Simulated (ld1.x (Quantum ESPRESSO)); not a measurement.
# silver: one change to a PAW potential, before and after

```json
{
  "Element": "Ag (Z = 47)",
  "Generator": "ld1.x (Quantum ESPRESSO) 7.5",
  "Type": "PAW",
  "Functional": "PBEsol",
  "Relativity": "scalar-relativistic",
  "Frozen core": "[Kr]",
  "Valence charge": "11",
  "Reference configuration": "4d10 5s0.75 5p0 (charge +0.25)",
  "Partial waves": "5s (bound): rcut 1.80, rcutus 2.20 bohr; 5s channel at 1.3 Ry: rcut 1.80, rcutus 2.20 bohr; 5p (bound, empty): rcut 2.40, rcutus 3.20 bohr; 5p channel at 0.45 Ry: rcut 2.40, rcutus 3.20 bohr; 4d (bound): rcut 1.10, rcutus 1.40 bohr; 4d channel at 2.65 Ry: rcut 1.10, rcutus 1.40 bohr",
  "Local potential": "all-electron potential smoothed inside 1.15 bohr (lloc = -2)",
  "Core correction": "a·sin(br)/r model core inside 0.70 bohr",
  "Augmentation charge": "BG, radius 1.10 bohr"
}
```

Change: wave 5p channel at 0.45 Ry: rcut 2.40, rcutus 3.20 bohr becomes 5p channel at 2.88 Ry: rcut 2.40, rcutus 3.20 bohr.

Cutoffs: the cutoffs (Ry, on a coarse ladder) from which the occupation-weighted sum of valence levels, in a spherical-Bessel basis at the reference potential, stays within 10 and 1 mRy of its value at 400 Ry; they do not see the model core or the augmentation charge, which bear on the density cutoff. Errors are all-electron minus pseudo energies relative to the spin-unpolarised reference configuration.

Task: What does the change do?

Result: The potential gets neither clearly harder nor softer (55 Ry and 100 Ry → 55 Ry and 100 Ry); the bound ghosts move from p, s to s; the number of tests that count goes from 6 to 7; the errors of the 6 common tests hardly move; the range in which the p phases agree narrows (upper end at the end of the scan → 1.2).

```tsv
quantity	base	changed
cutoff, loose	55 Ry	55 Ry
cutoff, tight	100 Ry	100 Ry
bound ghosts	s, p	s
tests counted (converged, no solver errors)	6 of 7	7 of 7
error for 4d10 5s1 5p0, meV [ΔE -1.30 eV]	+0.5	+0.5
error for 4d10 5s0 5p0, meV [ΔE 6.44 eV]	+8.5	+8.5
error for 4d9 5s0 5p0, meV [ΔE 28.55 eV]	-48	-48
error for 4d10 5s0.5 5p0, meV [ΔE 1.72 eV]	+0.7	+0.7
error for 4d8 5s0 5p0, meV [ΔE 64.74 eV]	-332	-332
error for 4d9 5s2 5p0, meV [ΔE 2.75 eV]	-13	-14
s: phases at 3.51 bohr within 0.05 rad from the reference energy up to (Ry; the scan ends near 5)	to the end of the scan	to the end of the scan
p: phases at 3.51 bohr within 0.05 rad from the reference energy up to (Ry; the scan ends near 5)	to the end of the scan	1.2
d: phases at 3.51 bohr within 0.05 rad from the reference energy up to (Ry; the scan ends near 5)	to the end of the scan	to the end of the scan
lowest overlap eigenvalue by channel	s 0.41, p 0.30, d 0.08	s 0.41, p 0.64, d 0.08
```

Base: Tests not counted: 4d9 5s1 5p1 (solver errors, printed error -2.5 eV). ld1.x warns that Blöchl-style (BG) augmentation functions are not a good idea. Changed file: ld1.x warns that Blöchl-style (BG) augmentation functions are not a good idea. A true bound ghost makes a file unfit for plane-wave use even where its test errors are small: the radial tests pick states by their node count and pass the ghost by. Where a test does run into it, the solver fails or the error is huge.
